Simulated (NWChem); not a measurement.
# AlHSF₂; SMILES [F][Al]([F])[SH]

```xyz
5

Al    -0.0148     0.4591     0.0000
F     -1.4198     1.3176     0.0000
F      1.4205     1.2702     0.0000
S     -0.0683    -1.7141     0.0000
H      1.2788    -1.8342     0.0000
```
Atoms are numbered in this order, from 1.

The geometry was optimised at B3LYP/6-31G* (spherical d).

Symmetry labels are those of Cs in the frame above (b1 and b2, or b-type labels, depend on it).

Problem. List the 6 lowest vertical singlet excitations from PBE0/6-31+G* (spherical d), full TDDFT (NWChem).

Solution. 
```tsv
state	energy (eV)	oscillator strength	symmetry	leading excitation (squared amplitude)
S1	5.55	0.058	a"	HOMO → LUMO (0.99)
S2	6.64	0.006	a"	HOMO → LUMO+2 (0.97)
S3	6.72	0.008	a'	HOMO → LUMO+1 (0.76)
S4	7.55	0.348	a'	HOMO−1 → LUMO (0.72)
S5	7.98	0.000	a"	HOMO → LUMO+3 (0.72)
S6	8.10	0.037	a"	HOMO−1 → LUMO+1 (0.73)
```
